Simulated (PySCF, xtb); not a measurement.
C3H10Si3, SMILES C=C1[SiH2][SiH2][C@H]1[SiH3].

Harmonic wavenumbers (cm⁻¹) from xtb with GFN2-xTB at its own minimum, in rising order: 48, 111, 148, 171, 299, 302, 335, 394, 408, 434, 481, 501, 516, 536, 555, 610, 663, 680, 714, 780, 788, 798, 802, 817, 839, 890, 942, 1047, 1129, 1171, 1415, 1680, 2167, 2186, 2191, 2201, 2240, 2242, 2250, 2918, 3047, 3091.

**Question.** What does PBE-D3(BJ)/def2-SVP run with PySCF 2.14.0 give at its own minimum? (An estimate is asked for; the answer gives what the named calculation found.)

**Answer.** 61, 120, 139, 160, 286, 300, 343, 408, 417, 491, 521, 577, 589, 603, 645, 656, 668, 717, 751, 790, 877, 882, 892, 901, 906, 907, 916, 975, 1083, 1135, 1364, 1629, 2143, 2146, 2155, 2158, 2163, 2166, 2168, 2989, 3046, 3148. Paired by order, the mean absolute difference is 44 cm⁻¹ and the zero-point energies are 65.1 and 65.7 kcal/mol.
